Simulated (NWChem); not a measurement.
**Atomisation of H$_{3}$BN**

```xyz
5

B     -0.7861     0.3530     0.0000
N      0.5160    -0.1153     0.0000
H     -1.7840    -0.3429     0.0000
H      0.7675    -1.1115     0.0000
H      1.3348     0.4968     0.0000
```
Charge 0, spin multiplicity 2.

Program: NWChem. All single points use one geometry, from UPBE/def2-SVP, a minimum by its harmonic frequencies. It is one conformer; others weren't searched.

Basis set: def2-TZVP. The atomisation energy is electronic alone: no zero-point, thermal, spin-orbit or counterpoise terms. No value is extrapolated to the basis-set limit. Free atoms are single determinants with multiplicities B 2, N 4, H 2. Correlated methods freeze the same cores in atoms and molecule, 2 orbitals in all.

The structure started from a generated list of species. The unpaired electrons of the parent sit in orbitals of symmetry a' (Cs labels of the run); other states weren't searched. No SCF solution was tested for a lower state. Open-shell Hartree-Fock references start from PBE0 orbitals. Coupled-cluster values serve here as a point of comparison, not as the truth.

Question: One of these methods gave an atomisation energy of 371.6 kcal/mol. Which?
A) PBE0
B) MP2
C) CCSD(T)
D) TPSS

Answer: C, CCSD(T). The others give 392.4 (PBE0), 395.9 (TPSS), 376.6 (MP2).
